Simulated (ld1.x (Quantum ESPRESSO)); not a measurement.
## B: one change to an RRKJ potential, before and after

* Element: B
* Generator: ld1.x (Quantum ESPRESSO) 7.5
* Type: norm-conserving RRKJ (Kleinman–Bylander form)
* Functional: PBE
* Relativity: non-relativistic
* Frozen core: [He]
* Valence charge: 3
* Reference configuration: 2s2 2p0 (charge +1)
* Partial waves: 2p (bound, empty): rc 2.40 bohr; 2s (bound): rc 1.20 bohr
* Local potential: the s channel
* Core correction: a·sin(br)/r model core, default radius (core density twice the valence density)

All-electron outer shells of the reference configuration (PBE, non-relativistic, ld1.x):

```tsv
shell	level (eV)	outermost node (bohr)	outermost maximum (bohr)
2s	-19.51	0.46	1.44
2p	-13.37	–	1.41
```

Change: wave 2p (bound): rc 2.40 bohr becomes 2p (bound): rc 1.64 bohr.

Cutoffs: the cutoffs (Ry, on a coarse ladder) from which the occupation-weighted sum of valence levels, in a spherical-Bessel basis at the reference potential, stays within 10 and 1 mRy of its value at 400 Ry; they do not see the model core or the augmentation charge, which bear on the density cutoff. Errors are all-electron minus pseudo energies relative to the spin-unpolarised reference configuration.

Q: How do hardness, ghosts and transferability respond?

A: The potential gets neither clearly harder nor softer (21 Ry and 60 Ry → 21 Ry and 60 Ry); of the 7 tests that both files solve, the error grows in 1 and shrinks in 5 by more than 15 % and 0.3 meV (median size 43.8 → 18.0 meV); neither file shows a bound ghost.

```tsv
quantity	base	changed
cutoff, loose	21 Ry	21 Ry
cutoff, tight	60 Ry	60 Ry
bound ghosts	none	none
error for 2s2 2p1, meV [ΔE -8.22 eV]	+44	+15
error for 2s1 2p0, meV [ΔE 25.42 eV]	+24	+24
error for 2s2 2p0.5, meV [ΔE -5.33 eV]	+18	+6.4
error for 2s2 2p1.3, meV [ΔE -8.96 eV]	+53	+18
error for 2s1 2p2, meV [ΔE -2.38 eV]	+72	+31
error for 2s0 2p3, meV [ΔE 3.49 eV]	+91	+59
error for 2s1 2p1, meV [ΔE 6.13 eV]	-1.7	+9.9
```
